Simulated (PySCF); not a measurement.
# Electron correlation in Ca³⁺ (calcium, charge +3)

[Ne] 3s2 3p5, 2P determinant. Calculation: PySCF 2.14, in x2c-TZVPall (6s5p3d, 36 functions); the spin-free X2C one-electron Hamiltonian (Gaussian nucleus). Frozen: [Ne] 3s2; 5 electrons correlated.

Total MP2 correlation energy: -91.03 mhartree.

Same-spin part -27.58 and opposite-spin part -63.45 mhartree; SCS-MP2 scales them by 1/3 and 6/5 to -85.33 mhartree.

```json
{"level": "CCSD", "correlation energy (mhartree)": "-107.43"}
{"level": "(T)", "correlation energy (mhartree)": "-0.46"}
{"level": "CCSD(T)", "correlation energy (mhartree)": "-107.89"}
```

Diagnostics: T1 = 0.0019, D1 = 0.0030, largest double amplitude 0.033.

Q: Is a single reference adequate?

A: Yes: T1 lies below 0.03 and no double amplitude reaches 0.07.
